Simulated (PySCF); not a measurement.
PySCF 2.14 output of an unrestricted LC-wPBE calculation on a single atom or ion in aug-cc-pVTZ-PP with ECP60MDF (6s6p5d3f2g, 88 functions), with a scalar-relativistic core potential:

```
SCF conv_tol = 1e-09
number electrons alpha = 8  beta = 4
    O. A. Vydrov and G. E. Scuseria.,  J. Chem. Phys. 125, 234109 (2006)
cycle= 1 E= -56.9944894104728  delta_E= -0.00297  |g|= 0.015  |ddm|= 0.145
cycle= 2 E= -56.9946309354186  delta_E= -0.000142  |g|= 0.00534  |ddm|= 0.0298
cycle= 3 E= -56.9946986751389  delta_E= -6.77e-05  |g|= 0.00342  |ddm|= 0.0143
cycle= 4 E= -56.9947953050236  delta_E= -9.66e-05  |g|= 0.00408  |ddm|= 0.0147
cycle= 5 E= -56.9945155903659  delta_E= 0.00028  |g|= 0.00104  |ddm|= 0.0637
cycle= 6 E= -56.9945022675226  delta_E= 1.33e-05  |g|= 0.00017  |ddm|= 0.0181
cycle= 7 E= -56.9945022860401  delta_E= -1.85e-08  |g|= 6.86e-05  |ddm|= 0.00089
cycle= 8 E= -56.9945022872904  delta_E= -1.25e-09  |g|= 7.13e-06  |ddm|= 0.000143
cycle= 9 E= -56.9945022873601  delta_E= -6.98e-11  |g|= 8.61e-07  |ddm|= 3.41e-05
converged SCF energy = -56.9945022873601  <S^2> = 6.002526  2S+1 = 5.0010103
```

The run itself started from symmetry-adapted Hartree-Fock orbitals and held the occupation by maximum overlap, on a logarithmic radial grid, so the iterations belong to that start.

Which element, charge and spin multiplicity is this?

Ta⁺ (tantalum, charge +1), multiplicity 5; the state was [Xe] 4f14 5d4, high-spin 5D determinant (an excited configuration).

Energies and moments cover only the electrons outside the core potential. Spin-orbit coupling, absent here, splits the open shell strongly.
